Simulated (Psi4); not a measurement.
CH$_{3}$Cl, charge +1, doublet, at a GFN2-xTB geometry (a state made from the parent by changing its charge; the spin is typed, not shown lowest); B3LYP/aug-cc-pVDZ run with Psi4 1.11.

Here is a job for Psi4.
```
memory 2 GB

molecule mol {
1 2
  C    -1.082671   -0.021148   -0.031958
  Cl    0.640655    0.012514    0.018911
  H    -1.428599   -0.674423   -0.850335
  H    -1.486111   -0.405169    0.919851
  H    -1.480403    0.993740   -0.199249
}

set basis aug-cc-pvdz
set reference uks
set puream true

energy('b3lyp')
print_variables()
```

Output, abridged:

```
   => Loading Basis Set <=

    Name: AUG-CC-PVDZ
    Role: ORBITAL
    Keyword: BASIS

         ---------------------------------------------------------
                                   SCF
               by Justin Turney, Rob Parrish, Andy Simmonett
                          and Daniel G. A. Smith
                              UKS Reference
         ---------------------------------------------------------

  ==> Geometry <==

    Molecular point group: c1
    Full point group: C1

    Geometry (in Angstrom), charge = 1, multiplicity = 2:

       Center              X                  Y                   Z               Mass
    ------------   -----------------  -----------------  -----------------  -----------------
         C           -1.182314558031    -0.023094307206    -0.034899487518    12.000000000000
         CL           0.541011441969     0.010567692794     0.015969512482    34.968852682000
         H           -1.528242558031    -0.676369307206    -0.853276487518     1.007825032230
         H           -1.585754558031    -0.407115307206     0.916909512482     1.007825032230
         H           -1.580046558031     0.991793692794    -0.202190487518     1.007825032230

  Running in c1 symmetry.

  Rotational constants: A =      5.21186  B =      0.46733  C =      0.46733 [cm^-1]
  Rotational constants: A = 156247.50102  B =  14010.25808  C =  14010.25791 [MHz]
  Nuclear repulsion =   52.322720805540492

  Charge       = 1
  Multiplicity = 2
  Electrons    = 25
  Nalpha       = 13
  Nbeta        = 12

  ==> Algorithm <==

  SCF Algorithm Type is DF.
  DIIS enabled.
  MOM disabled.
  Fractional occupation disabled.
  Guess Type is SAD.
  Energy threshold   = 1.00e-06
  Density threshold  = 1.00e-06
  Integral threshold = 1.00e-12

  ==> Primary Basis <==

  Basis Set: AUG-CC-PVDZ
    Blend: AUG-CC-PVDZ
    Number of shells: 35
    Number of basis functions: 77
    Number of Cartesian functions: 81
    Spherical Harmonics?: true
    Max angular momentum: 2

  ==> DFT Potential <==

   => LibXC <=

    Version 7.1.2
    S. Lehtola, C. Steigemann, M. J. T. Oliveira, and M. A. L. Marques,  SoftwareX 7, 1–5 (2018) (10.1016/j.softx.2017.11.002)

   => Composite Functional: B3LYP <=

    B3LYP Hyb-GGA Exchange-Correlation Functional

    P. J. Stephens, F. J. Devlin, C. F. Chabalowski, and M. J. Frisch,  J. Phys. Chem. 98, 11623 (1994) (10.1021/j100096a001)

    Deriv               =              1
    GGA                 =           TRUE
    Meta                =          FALSE

    Exchange Hybrid     =           TRUE
    MP2 Hybrid          =          FALSE

   => Exchange Functionals <=

    0.0800   Slater exchange
    0.7200         Becke 88

   => Exact (HF) Exchange <=

    0.2000               HF

   => Correlation Functionals <=

    0.1900   Vosko, Wilk & Nusair (VWN5_RPA)
    0.8100   Lee, Yang & Parr

   => LibXC Density Thresholds  <==

    XC_HYB_GGA_XC_B3LYP:  1.00E-15

   => Molecular Quadrature <=

    Radial Scheme          =       TREUTLER
    Pruning Scheme         =           NONE
    Nuclear Scheme         =       TREUTLER

    Blocking Scheme        =         OCTREE
    BS radius alpha        =              1
    Pruning alpha          =              1
    Radial Points          =             75
    Spherical Points       =            302
    Total Points           =         109862
    Total Blocks           =            884
    Max Points             =            256
    Max Functions          =             77
    Weights Tolerance      =       1.00E-15

   => Loading Basis Set <=

    Name: (AUG-CC-PVDZ AUX)
    Role: JKFIT
    Keyword: DF_BASIS_SCF

  ==> Integral Setup <==

  SCF_SUBTYPE=INCORE selected. In-core MEM_DF algorithm will be used.
  Using in-core AOs.

  ==> MemDFJK: Density-Fitted J/K Matrices <==

    J tasked:                   Yes
    K tasked:                   Yes
    wK tasked:                   No
    Algorithm:                 Core
    Schwarz Cutoff:           1E-12
[...]
    Using symmetric orthogonalization.

  ==> Pre-Iterations <==

  SCF Guess: Superposition of Atomic Densities via on-the-fly atomic UHF (no occupation information).

   -------------------------
    Irrep   Nso     Nmo
   -------------------------
     A         77      77
   -------------------------
    Total      77      77
   -------------------------

  ==> Iterations <==

                           Total Energy        Delta E     RMS |[F,P]|

   @DF-UKS iter SAD:  -499.84115691658303   -4.99841e+02   0.00000e+00
   @DF-UKS iter   1:  -499.52118868396650    3.19968e-01   7.92700e-03 DIIS/ADIIS
   @DF-UKS iter   2:  -499.11875948543769    4.02429e-01   1.20954e-02 DIIS/ADIIS
   @DF-UKS iter   3:  -499.71115733422511   -5.92398e-01   1.44008e-03 DIIS/ADIIS
   @DF-UKS iter   4:  -499.71890403033132   -7.74670e-03   4.07766e-04 DIIS/ADIIS
   @DF-UKS iter   5:  -499.71944900147992   -5.44971e-04   1.17687e-04 DIIS/ADIIS
   @DF-UKS iter   6:  -499.71949422605502   -4.52246e-05   2.75952e-05 DIIS
   @DF-UKS iter   7:  -499.71949783735994   -3.61130e-06   9.99437e-06 DIIS
   @DF-UKS iter   8:  -499.71949826247584   -4.25116e-07   2.07954e-06 DIIS
   @DF-UKS iter   9:  -499.71949828483179   -2.23559e-08   4.01466e-07 DIIS
  Energy and wave function converged.

  ==> Post-Iterations <==

   Electrons on quadrature grid:
      Nalpha   =   12.9999992975 ; deviation = -7.025e-07
      Nbeta    =   11.9999992603 ; deviation = -7.397e-07
      Ntotal   =   24.9999985578 ; deviation = -1.442e-06

   @Spin Contamination Metric:   2.813387541E-03
   @S^2 Expected:                7.500000000E-01
   @S^2 Observed:                7.528133875E-01
   @S   Expected:                5.000000000E-01
   @S   Observed:                5.000000000E-01

    Orbital Energies [Eh]
    ---------------------

    Alpha Occupied:

[...]
      13A     -0.614630

    Alpha Virtual:

[...]
      77A      2.263902

    Beta Occupied:

[...]
    Beta Virtual:

[...]
    Final Occupation by Irrep:
              A
    DOCC [    12 ]
    SOCC [     1 ]
    NA   [    13 ]
    NB   [    12 ]

  @DF-UKS Final Energy:  -499.71949828483179

   => Energetics <=

    Nuclear Repulsion Energy =             52.3227208055404915
    One-Electron Energy =                -783.5963441987207716
    Two-Electron Energy =                 259.3176075231970117
    DFT Exchange-Correlation Energy =     -27.7634824148485002
    Empirical Dispersion Energy =           0.0000000000000000
    VV10 Nonlocal Energy =                  0.0000000000000000
    Total Energy =                       -499.7194982848317863

  UHF NO Occupations:
  HONO-2 :   11  A 1.9995212
  HONO-1 :   12  A 1.9992758
  HONO-0 :   13  A 1.0000000
  LUNO+0 :   14  A 0.0007242
  LUNO+1 :   15  A 0.0004788
  LUNO+2 :   16  A 0.0001150
  LUNO+3 :   17  A 0.0000424

Computation Completed

Properties will be evaluated at   0.000000,   0.000000,   0.000000 [a0]

Properties computed using the SCF density matrix

 Multipole Moments:

 ------------------------------------------------------------------------------------
     Multipole            Electronic (a.u.)      Nuclear  (a.u.)        Total (a.u.)
 ------------------------------------------------------------------------------------

 L = 1.  Multiply by 2.5417464519 to convert [e a0] to [Debye]
 Dipole X            :          3.9718909           -4.8957825           -0.9238915
 Dipole Y            :          0.0482602           -0.0956315           -0.0473713
 Dipole Z            :          0.1676482           -0.1445124            0.0231358
 Magnitude           :                                                    0.9253944

 ------------------------------------------------------------------------------------

  Variable Map:
  ----------------------------------------------------------------------------
[...]
  Array Variable Map:
  ----------------------------------------------------------------------------
[...]
[...]
```
